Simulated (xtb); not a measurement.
CH3AlBr2O, SMILES [Br][Al]([Br])[O]C. All values are semi-empirical tight-binding results from xtb (GFN2-xTB unless named), good for trends rather than for accurate numbers. Geometry optimised at GFN2-xTB. One conformer was computed; it need not be the lowest.

For metal compounds this method's bond lengths and energies can be far off.

Computed properties:
```
Property                                      Result
-------------------------------------  -------------
orbital gap                                  4.14 eV
zero-point energy                      27.3 kcal/mol
G − E(el) at 298.15 K (modified RRHO)   4.4 kcal/mol
```
